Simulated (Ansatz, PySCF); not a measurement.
Molecule: RbF, net charge -1, doublet state. 
Geometry from a B3LYP-D3(BJ)/def2-TZVP (Ansatz, a first-principles code) optimisation:
```xyz
2

Rb     0.0000     0.0000    -0.4794
F      0.0000     0.0000     1.9707
```
Charge -1, spin multiplicity 2.

Total electronic energies in hartree. Correlated levels leave the core frozen unless marked. Open shells are spin-unrestricted. No spin-orbit coupling. The frozen core is the preceding noble-gas configuration, with the filled d and f shells of earlier blocks. The outer core of K, Ca and their heavier congeners is not correlated, a term that matters for these elements. In def2 rows, elements after Kr have scalar-relativistic effective core potentials. STO-3G rows are all-electron and non-relativistic. CBS marks a two-point X^-3 extrapolation of the correlation energy; Hartree-Fock from the larger set.

```
level                                        program  energy (Eh)
------------------------------------  --------------  -----------
SVWN5/def2-TZVPD                              Ansatz          [?]
PBE-D4/def2-TZVPD                     Ansatz + dftd4   -123.95289
TPSS-D4/def2-TZVPD                     PySCF + dftd4          [?]
PBE0/STO-3G                                   Ansatz  -3006.82384
PBE0-D3(BJ)/def2-TZVPD                Ansatz + dftd3   -123.94676
wB97M-V/def2-TZVPD                            Ansatz   -123.95471
RI-MP2/def2-QZVPP                             Ansatz   -123.64020
CCSD(T)/STO-3G                                Ansatz  -3005.33657
CCSD(T)/CBS(def2-TZVPPD,def2-QZVPPD)          Ansatz    -123.6636
```

Question: Complete the blanks.

Answer: 
- SVWN5/def2-TZVPD, energy (Eh): -123.32059
- TPSS-D4/def2-TZVPD, energy (Eh): -124.05070
